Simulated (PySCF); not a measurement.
SiF2, SMILES F[Si]F (connectivity only; charge and spin as stated), neutral, multiplicity 1. The structure is a stationary point at TPSSh-D3(BJ)/def2-TZVP. The isomer is the one that the SMILES or the coordinates give; other isomers of the formula were not compared.

These are TPSSh-D3(BJ)/def2-TZVP run with PySCF 2.14.0 values and carry that method's errors.

Harmonic wavenumbers (cm⁻¹): 333, 841, 856. Rotational constants (GHz): 29.64, 8.674, 6.710; symmetry number 2.

**Question.** Work out the zero-point energy and the ideal-gas rigid-rotor harmonic-oscillator thermochemistry at 298.15 K and 1 atm.

**Answer.** ZPE = ½ Σ hcν = ½ × 2030 cm⁻¹ = 2.90 kcal/mol. H − E(el) = 5.59 kcal/mol. Entropy in cal/(mol K): translation 38.48, rotation 21.37, vibration 1.59, total 61.44. G − E(el) = -12.73 kcal/mol. Cp = 10.71 cal/(mol K).
